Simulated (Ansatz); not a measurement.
Rb3F3 (the lowest singlet isomer of a short search). The state is a singlet with charge 0. Geometry PBE0-D4/def2-SVP, basis def2-TZVP, Ansatz.

```xyz
6

Rb   -2.7171   -0.7397   -0.3418
Rb    0.3086    1.1955    0.9870
Rb    2.1877   -1.1404   -1.4065
F     2.6938    0.5223    0.3029
F    -2.2103    0.8868    1.4028
F    -0.2628   -0.7245   -0.9445
```

| run | HOMO (eV) | LUMO (eV) |
| --- | --- | --- |
| A | -4.93 | -0.52 |
| B | -8.03 | -0.33 |
| C | -4.98 | -1.11 |
| D | -9.00 | -0.30 |
| E | -5.05 | -0.98 |
| F | -6.45 | -0.65 |

In the def2 sets Rb takes a core potential; there is no spin–orbit coupling. Another isomer (singlet) lies 0.03 eV lower at PBE0-D4/def2-TZVP; other spin states weren't run for this one.

Question: The runs used B97M-V, CAM-B3LYP, LDA (SPW92), PBE0, r2SCAN, ωB97M-V. Estimate which is which.

Answer: A r2SCAN (0 % exact exchange); B CAM-B3LYP (range-separated); C LDA (SPW92) (0 % exact exchange); D ωB97M-V (range-separated); E B97M-V (0 % exact exchange); F PBE0 (25 % exact exchange). Exact exchange lowers occupied and raises empty levels; among semilocal functionals meta-GGAs tend to open the gap a little, and such runs are hard to tell apart. The gap grows from 3.87 eV (LDA (SPW92)) to 8.70 eV (ωB97M-V).
